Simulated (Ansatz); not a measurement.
Mulliken charges of `[AlH2][N]1[CH2][AlH]1` from ωB97M-V/def2-TZVPP in Ansatz (PBE0-D4/def2-TZVP geometry).

```
atom   x (Å)   y (Å)   z (Å)  charge (e)
 Al1  -0.184   1.234  -1.313       0.326
  N2  -0.210   0.056   0.006      -0.290
  C3   0.892  -0.824   0.602      -0.293
 Al4  -0.865  -0.916   1.316       0.337
  H5  -1.546   1.971  -1.659      -0.125
  H6   1.164   1.524  -2.102      -0.119
  H7   1.294  -1.569  -0.086       0.103
  H8   1.701  -0.271   1.080       0.103
  H9  -2.157  -1.252   2.139      -0.043
```

Task: By hand: the dipole of these point charges (1 e Å = 4.8032 D).

Result: Σ q r = (-0.096, -0.245, 0.305) e Å, of length 0.403 e Å = 1.94 D.

Task: How does the dipole of the full density compare? (Estimate.)

Result: Computed: (-0.147, -0.266, 0.348) e Å, 2.22 D; the point charges give 0.87 times that, at 5° from its direction.

Point charges leave out the atoms' own dipoles, such as those of lone pairs, and Mulliken's split depends on the basis, so the close match here is no proof of good charges.
